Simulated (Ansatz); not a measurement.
Basis-set extrapolation for CH$_{9}$AlBNSi, SMILES `BC[SiH2][NH][AlH2]` (PBE0-D4/def2-TZVP geometry, frozen core, the Gaussian-basis code of Ansatz). Multiplicity 1, RHF reference.

```
                      def2-TZVPP   def2-QZVPP
                 HF  -653.208993  -653.231739
    MP2 correlation    -0.695775    -0.743092
CCSD(T) correlation    -0.785579      not run
```

Energies in hartree. Use E(X) = E(∞) + A·exp(−7.88·√X) for Hartree–Fock and E(X) = E(∞) + B·X^(−2.97) for correlation, with X = 3 and 4, and add CCSD(T) minus MP2 of the smaller set to the MP2 limit.

**Question.** What is the CCSD(T) energy at the basis-set limit?

**Answer.** HF limit: -653.231739 + (-0.022746) × 0.13774 = -653.23487. MP2 limit: -0.743092 + (-0.047317) × 0.74074 = -0.77814. Higher-order term: -0.785579 − (-0.695775) = -0.08980. Total: -654.10281 hartree, 2.95 eV below CCSD(T)/def2-TZVPP.
